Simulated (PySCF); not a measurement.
# H₃Ga, SMILES `[GaH3]` (charge 0, multiplicity 1)

All values below come from PBE-D3(BJ)/def2-TZVP // B3LYP-D3(BJ)/def2-TZVP (PySCF).

```json
{
  "HOMO": "-7.34 eV",
  "dipole_moment": "0.00 D",
  "LUMO": "-2.65 eV",
  "HOMO–LUMO gap": "4.69 eV",
  "total_energy": "-1926.3172 Ha",
  "cost": "roughly 40 core-seconds"
}
```

```xyz
4

Ga     0.0000    -0.0002     0.0006
H      1.5692    -0.0179    -0.0066
H     -0.7687     1.3679     0.0165
H     -0.8005    -1.3499    -0.0105
```
Charge 0, spin multiplicity 1.
